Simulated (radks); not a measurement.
Problem. Pt+, 77 electrons, occupied as [Xe] 4f14 5d9 (the NIST ground configuration). Calculated with a radial shooting solver on a logarithmic mesh with Libxc functionals: scalar-relativistic Kohn-Sham, r2SCAN, spin-unpolarised, spherical densities, finite nucleus; meta-GGA in the generalised Kohn-Sham scheme; Fermi nuclear charge, rms radius 5.427 fm. Some entries of the table are withheld. Estimate them.

| orbital | occ. | eigenvalue (hartree) | r(max) (bohr) |
|---|---|---|---|
| 1s | 2 | -2885.000 | 0.01062 |
| 2s | 2 | -508.0959 | 0.06120 |
| 2p | 6 | -440.3515 | 0.05059 |
| 3s | 2 | -119.9722 | 0.1724 |
| 3p | 6 | -100.1541 | 0.1716 |
| 3d | 10 | -78.60291 | 0.1400 |
| 4s | 2 | (1) | 0.3899 |
| 4p | 6 | -19.71741 | 0.4099 |
| 4d | 10 | -11.74339 | 0.4182 |
| 5s | 2 | -4.11689 | 0.8704 |
| 4f | 14 | -2.90088 | 0.3861 |
| 5p | 6 | -2.41679 | 0.9786 |
| 5d | 9 | -0.52842 | (2) |

Solution. 
(1) 4s eigenvalue (hartree): -26.24495
(2) 5d r(max) (bohr): 1.257
